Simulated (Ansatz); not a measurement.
Species: 1,1,1,3,3-pentafluoropropane, C₃H₃F₅, charge 0, multiplicity 1. 
Coordinates optimised at B3LYP-D3(BJ)/def2-TZVP (Ansatz, a program for electronic structure):
```
C
H 1 1.0898
H 1 1.0898 2 108.80
C 1 1.5127 2 107.43 3 117.73
F 4 1.3419 1 112.84 2 -175.55
F 4 1.3469 5 107.48 1 -121.97
F 4 1.3520 5 107.28 6 -115.07
C 1 1.5154 2 108.48 3 -118.67
F 8 1.3626 1 110.69 2 168.87
F 8 1.3672 9 107.36 1 118.12
H 8 1.0911 9 108.09 10 116.37
```

Property: atomisation energy (electronic, to ground-state atoms); the coupled-cluster value holds the core correlation from cc-pwCVTZ, in kcal/mol. Cores are frozen in the correlated levels unless marked. UHF or UKS for open shells. No spin-orbit coupling. No relativistic terms. CBS marks a two-point X^-3 extrapolation of the correlation energy; Hartree-Fock from the larger set.

Level to compare with: CCSD(T)/CBS(cc-pVTZ,cc-pVQZ) plus the core term (Ansatz), 1078.4 kcal/mol. It is a level with limits of its own, and the differences hold the functionals' basis error too.

Question: Rank these functionals by how close they come to CCSD(T)/CBS(cc-pVTZ,cc-pVQZ), closest first: BLYP/def2-TZVPD (Ansatz); wB97X-V/def2-TZVPD (Ansatz); B97M-V/def2-TZVPD (Ansatz).

Answer: wB97X-V/def2-TZVPD (range-separated hybrid with VV10, 1078.9 kcal/mol, difference 0.5), B97M-V/def2-TZVPD (meta-GGA with VV10, 1072.9 kcal/mol, difference -5.5), BLYP/def2-TZVPD (GGA, 1065.9 kcal/mol, difference -12.5)
